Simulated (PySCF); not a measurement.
Q: What does the PBE0-D3(BJ)/def2-SVP structure of `F[C@@H](Cl)[SiH2]P` look like in three dimensions?

A: 
Z-matrix in Å and degrees, rows numbered from 1:
```
F 
C   1  1.3617
Cl  2  1.7893  1  109.54
Si  2  1.9183  1  109.74  3   119.42
P   4  2.2592  2  105.41  1   -63.65
H   2  1.1019  1  108.44  3  -115.29
H   4  1.4949  2  107.48  1    58.91
H   4  1.4913  2  108.27  1   177.05
H   5  1.4296  4   91.12  2    57.46
H   5  1.4304  4   93.08  2   150.88
```

Si4 (SiH2 silicon) is distorted tetrahedral (angles from 105.4° to 114.5°). P5 (three-coordinate phosphorus) is pyramidal (angles 93.4°, 93.1° and 91.1°, sum 277.6°, 0.88 Å off the plane of its three neighbours).

Level of theory: PySCF, PBE0-D3(BJ)/def2-SVP geometry optimisation, gas phase.

Point group: C1 (no symmetry element, even within 0.4 Å). No frequency check. One conformer, not necessarily the lowest (F1–C2–Si4–P5 -64°, C2–Si4–P5–H 57° and 151°).
